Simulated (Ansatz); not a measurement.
CH4AlFOSe, SMILES C[O][Al]([SeH])[F].

Coordinates come from a PBE0-D3(BJ)/def2-SVP optimisation. The values are those of a single conformer.

Two levels are set side by side: PBE/def2-SVPD (Ansatz, a quantum-chemistry and plane-wave program) and PBE0/def2-SVPD (Ansatz). Energy differences of separate SCF runs at the same geometry; the states with an electron removed or added have multiplicity 2 and 2. Differences are taken from unrounded values.

| quantity | PBE0 |
|---|---|
| vertical ionisation energy (eV) | 9.66 |
| vertical singlet–triplet gap (eV) | 5.13 |

Problem. What does PBE give, and how far is it from PBE0? (An estimate is asked for; the answer gives what the named calculation found.)

Solution. 
```csv
quantity,PBE,PBE minus PBE0
vertical ionisation energy (eV),9.28,-0.38
vertical singlet–triplet gap (eV),4.70,-0.43
```
